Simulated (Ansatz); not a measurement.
Consider the germylene formation by 1,1-elimination: `C[O][Ge]([CH3])([OH])[Cl]` → `C[O][Ge][Cl]` + CH₃OH.

Isolated molecules relaxed with PBE0-D4/def2-TZVP in Ansatz; ΔE leaves out vibrations. CCSD(T)/CBS adds triple-zeta CCSD(T) − MP2 to the extrapolated MP2 energy (def2 sets, frozen cores). This one scheme is used for every species. Functionals use def2-TZVPP. B3LYP here is the variant with VWN-RPA as its local correlation; programs differ in this. For Ge outer-core shells are correlated without core-valence functions, which leaves a few kJ/mol of doubt a bond. Scalar relativity is left out up to krypton. Each species was taken in one conformer, which may not be the lowest.

| level | ΔE (eV) |
| --- | --- |
| PBE-D4 | 1.64 |
| PBE | 1.53 |
| r2SCAN | 1.93 |
| B3LYP | 1.44 |
| HF/def2-TZVPP | 1.84 |
| CCSD/def2-TZVPP | 2.07 |
| SCS-MP2/def2-QZVPP | 2.02 |
| HF/CBS(def2) | 1.82 |

Task: What does CCSD(T)/CBS give? (Best estimate.)

Result: Computed: +1.94 eV. The listed levels differ from it by -0.30, -0.41, -0.01, -0.50, -0.10, 0.13, 0.08, -0.12 eV.

Largest T1 diagnostic among the species: 0.015.

From PBE to PBE0 (25 % exact exchange), in def2-TZVPP and without D4, ΔE moves by +0.26 eV. The D4 term adds +0.17 eV with B3LYP and +0.10 eV with PBE0; it sums over pairs of atoms, weighted by their polarisabilities, and B3LYP, whose exchange is more repulsive, gets the larger term.
